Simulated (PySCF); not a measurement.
## Adding and removing an electron: KCa

r²SCAN; PySCF, spin-free X2C with a Gaussian nucleus, basis sets K x2c-SVPall, Ca x2c-SVPall. Neutral (UKS): doublet (σ ↑), Re = 4.277 Å, ωe = 77.1 cm⁻¹, De = 0.27 eV, HOMO -2.58 eV, LUMO -1.66 eV.

KCa⁺ (UKS): singlet (closed shell), Re = 4.177 Å, ωe = 88.9 cm⁻¹, De = 0.51 eV to K⁺ + Ca. The energies at the minima are -1282.39511 hartree for KCa and -1282.24786 for KCa⁺.

Task: Work out the adiabatic ionisation energy, without and with harmonic zero-point energies (1 hartree = 27.2114 eV, 1 eV = 8065.5 cm⁻¹), and the change of the bond length.

Result: At r²SCAN: 0.14725 hartree = 4.007 eV between the minima; the zero-point term (88.9 − 77.1)/2 cm⁻¹ = +0.001 eV makes it 4.008 eV. Re changes by -10.0 pm against the neutral. The electron leaves a σ orbital, and the shorter bond of the ion fits an antibonding orbital, or a change in how ionic the bond is.

Closed-shell solutions of metal pairs were not tested for spin polarisation, which can lower them a little. Weak bonds: KCa. Basis-set superposition, not corrected here, can be much of De in a small basis, most of all at correlated wavefunction levels. For an ion De counts to the pair picked by the measured ionisation energies or electron affinities, which need not be the lowest pair at this level. States were picked by a PBE0 search and need not be the measured ground states.
